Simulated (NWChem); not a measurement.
## Correlation energy of Bi

SMILES: [Bi]
```xyz
1

Bi     0.0000     0.0000     0.0000
```
Charge 0, spin multiplicity 4.

All runs are NWChem calculations.

Basis set: def2-TZVP. Each correlation energy counts from its own Hartree-Fock reference.

Effective core potentials replace the inner electrons of Bi; spin-orbit coupling is left out. The correlated methods keep 4 core orbitals frozen. The stability of the SCF solutions was not checked. Open-shell Hartree-Fock references start from PBE0 orbitals. Coupled-cluster values serve here as a point of comparison, not as the truth.

### Question
One of these methods gave a correlation energy of -349.5 mHa. Which?
A) CCSD[T] on UHF
B) CCSD[T] on ROHF
C) CCSD on ROHF
D) CCSD on UHF

### Answer
A, CCSD[T] on UHF. The others give -343.7 (CCSD on UHF), -353.5 (CCSD[T] on ROHF), -347.3 (CCSD on ROHF).
